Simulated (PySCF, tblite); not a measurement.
One entry of a table of gas-phase calculations, keyed by method. Lists by class give the value and the number of equivalent atoms.

```json
{
 "formula": "C8H11FO",
 "smiles": "C=C=C[C@H](CF)C(=O)CC",
 "inchi": "InChI=1S/C8H11FO/c1-3-5-7(6-9)8(10)4-2/h5,7H,1,4,6H2,2H3/t7-/m1/s1",
 "charge": 0,
 "multiplicity": 1,
 "geometry_level": "GFN2-xTB",
 "atoms_angstrom": [
  ["C", -2.846, 1.722, -0.256],
  ["C", -2.092, 0.806, 0.26],
  ["C", -1.335, -0.123, 0.756],
  ["C", -0.434, -1.005, -0.081],
  ["C", -0.582, -2.471, 0.32],
  ["F", -1.828, -2.935, -0.018],
  ["C", 0.996, -0.53, 0.17],
  ["O", 1.723, -1.074, 0.96],
  ["C", 1.387, 0.685, -0.638],
  ["C", 2.662, 1.339, -0.121],
  ["H", -3.859, 1.516, -0.56],
  ["H", -2.502, 2.736, -0.388],
  ["H", -1.304, -0.303, 1.822],
  ["H", -0.688, -0.884, -1.138],
  ["H", 0.146, -3.095, -0.209],
  ["H", -0.467, -2.602, 1.399],
  ["H", 0.553, 1.39, -0.64],
  ["H", 1.53, 0.348, -1.67],
  ["H", 2.506, 1.721, 0.885],
  ["H", 3.468, 0.612, -0.085],
  ["H", 2.957, 2.162, -0.767]
 ],
 "electronic_structure_code": "PySCF",
 "results": {
  "GFN2-xTB geometry": {
   "point_group": "C1",
   "rotational_constants_GHz": [1.382, 0.984, 0.625]
  },
  "PBE0/pcSseg-1 ground state and GIAO shieldings, non-relativistic": {
   "dipole_D": 2.65,
   "homo_eV": -7.2,
   "lumo_eV": -0.94,
   "shift_vs_computed_TMS_C_by_class_ppm": [
    [224.0, 1],
    [215.1, 1],
    [96.8, 1],
    [87.5, 1],
    [79.3, 1],
    [59.6, 1],
    [37.5, 1],
    [9.2, 1]
   ],
   "shift_vs_computed_TMS_H_by_class_ppm": [
    [5.17, 1],
    [5.12, 2],
    [4.96, 1],
    [4.91, 1],
    [3.4, 1],
    [3.24, 1],
    [2.1, 1],
    [1.08, 3]
   ],
   "shielding_other_nuclei_by_class_ppm": [
    ["O", -304.9, 1],
    ["F", 429.9, 1]
   ],
   "charges_hirshfeld_e_by_atom": [-0.11, 0.01, -0.06, -0.04, 0.02, -0.12, 0.18, -0.21, -0.08, -0.12, 0.06, 0.06, 0.06, 0.05, 0.04, 0.04, 0.04, 0.05, 0.04, 0.04, 0.04]
  },
  "GFN2-xTB harmonic vibrations, gas phase": {
   "strongest_ir_bands_cm-1_km_per_mol_modes": [
    [885.9, 35.4, 1],
    [1004.1, 71.6, 1],
    [1099.7, 38.3, 1],
    [1207.9, 36.5, 1],
    [1770.8, 355.0, 1],
    [2090.4, 107.9, 1]
   ],
   "zpe_kcal_per_mol": 104.6
  }
 }
}
```

In atomic units the dipole is 1.04 e·bohr (1 au = 2.5417 D). The rotational constants make it an asymmetric top with κ = (2B − A − C)/(A − C) = -0.05, midway between the prolate (−1) and oblate (+1) limits. With B = h/(8π²I), that is 505.379 GHz u Å² over I, the principal moments of inertia are 365.7, 513.6 and 808.7 u Å² (most abundant isotopes); the inertial defect Ic − Ia − Ib is -70.6 u Å² (zero for a rigid planar frame, negative otherwise).

 NMR classes are plain means over equivalent atoms (diastereotopic ones count apart unless rotation or inversion swaps them), as if these changed places fast; in this geometry the members of some classes differ.

Shape of the structure used: `[CH2:1]=[C:2]=[CH:3][C@H:4]([CH2:5][F:6])[C:7](=[O:8])[CH2:9][CH3:10]`: C2–C3–C4–C5 -133°, C3–C4–C5–F6 68°, C3–C4–C7–O8 98°, C4–C7–C9–C10 165°.

One conformer stands for the species.
